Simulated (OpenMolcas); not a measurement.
An OpenMolcas run meant for Pm3+ (ANO-R2, X2C; inactive shells 1s 2s 2p 3s 3p 3d 4s 4p 4d 5s 5p; intended active space 4 electrons in 7 orbitals (4f)). One step of its input:

```
&RASSCF
FileOrb=start.orb
Symmetry=1
Spin=5
nActEl=4 0 0
Inactive=15 12
Ras2=0 7
CIRoot=35 35 1
SDav=35
CIMx=300
Iter=59 100
PrWF=0.3
OrbListing=Nothing
MaxOrb=0
Atom
Thrs=1.0e-5 5.0e-1 5.0e-1
```

The run finished. Its levels beside those of a sound run (CASSCF), in cm⁻¹ above each run's lowest level:

```json
{"Level": "4f⁴ ⁵I₄", "This run": "0.0", "Usual run": "0.0"}
{"Level": "4f⁴ ⁵I₅", "This run": "1578", "Usual run": "1577"}
{"Level": "4f⁴ ⁵I₆", "This run": "3340", "Usual run": "3337"}
{"Level": "4f⁴ ⁵I₇", "This run": "5211", "Usual run": "5210"}
{"Level": "4f⁴ ⁵I₈", "This run": "7127", "Usual run": "7128"}
{"Level": "4f⁴ ⁵F₁", "This run": "16667", "Usual run": "16668"}
{"Level": "4f⁴ ⁵F₂", "This run": "17339", "Usual run": "17339"}
{"Level": "4f⁴ ⁵F₃", "This run": "18307", "Usual run": "18306"}
{"Level": "4f⁴ ⁵S₂", "This run": "18885", "Usual run": "18885"}
{"Level": "4f⁴ ⁵F₄", "This run": "19359", "Usual run": "19360"}
{"Level": "4f⁴ ³K₆", "This run": "20400", "Usual run": "20465"}
{"Level": "4f⁴ ⁵F₅", "This run": "20625", "Usual run": "20626"}
{"Level": "4f⁴ ³K₇", "This run": "21802", "Usual run": "21859"}
{"Level": "4f⁴ ³K₈", "This run": "23478", "Usual run": "23522"}
```

Q: Which setting is unsound, and how much does it matter here?

A: The convergence thresholds are far too loose, so the orbitals stop early. Against the sound run the excited levels shown move by 13 cm-1 on average and by 64 cm-1 at most.

High states are left out of the spin-orbit mixing, which shifts the levels that they would mix with. Without dynamic correlation excited terms often stand tens of per cent too high (terms of higher spin than the ground term too low), and those without a measured partner can miss by more than the paired ones. Only configurations of the active space appear.
